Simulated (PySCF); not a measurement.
Computed shifts of a molecule C3H7AlO, PBE/pcSseg-1 (PySCF), GIAO, gas phase, atoms alike by connectivity averaged where their shifts nearly agree, in ppm (number of nuclei): ¹H: 7.25 (1), 6.81 (1), 6.76 (1), 4.96 (1), 4.51 (3). ¹³C: 155.7 (1), 149.8 (1), 59.5 (1). References: ¹H against TMS (σ = 31.49 ppm); ¹³C against TMS (σ = 182.0 ppm); ¹⁷O against H2O (σ = 334.3 ppm), references at their B3LYP-D3(BJ)/def2-TZVP geometries, non-relativistic. Geometry optimised at ωB97X-D3(BJ)/def2-SVP. One conformer was computed; it need not be the lowest.

Question: Which structure fits?
A) C=C[CH2][AlH][OH]
B) C=[CH][Al]([CH3])[OH]
C) C=[CH][AlH][O]C

Answer: C, C=[CH][AlH][O]C
